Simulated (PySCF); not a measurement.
## C₆ coefficients of unlike pairs at PBE

Calculated with PySCF 2.14 from the dipole response of each species, C₆(A,B) = (3/π) ∫ α_A(iu) α_B(iu) du, in atomic units, from isotropic polarisabilities. For ions this is the dispersion term alone; charge-induced terms of lower order in 1/R come first.

| species | configuration | basis | relativity | α (bohr³) | C₆ (like pair) |
| --- | --- | --- | --- | --- | --- |
| Ba⁺ | [Xe] 6s1 (2S) | x2c-TZVPPall with one added diffuse shell each of s, p, d type (12s8p7d2f1g) | spin-free X2C | 133.0 | 1466 |
| Zn³⁺ | [Ar] 3d9 (2D) | aug-cc-pVDZ-DK (7s6p4d2f) | spin-free X2C | 1.547 | 3.479 |
| As²⁺ | [Ar] 3d10 4s2 4p1 (2P) | x2c-QZVPPall with one added diffuse shell each of s, p, d, f type (12s9p6d5f1g) | spin-free X2C | 10.11 | 44.58 |
| Ca²⁺ | [Ar] (1S) | aug-cc-pVTZ-X2C (7s6p4d2f) | spin-free X2C | 3.161 | 9.662 |

Question: Estimate C₆ for Zn³⁺ with Ba⁺.

Answer: The integral gives 40.45. The combination rule 2 C_A C_B / (C_A α_B/α_A + C_B α_A/α_B) gives 32.24 and the geometric mean 71.41.

No spin-orbit coupling is included.

The other pairs:

| pair | C₆ |
| --- | --- |
| Ca²⁺, Ba⁺ | 77.95 |
| As²⁺, Ba⁺ | 207.0 |
| Ca²⁺, As²⁺ | 19.58 |
| As²⁺, Zn³⁺ | 10.74 |
| Ca²⁺, Zn³⁺ | 5.561 |
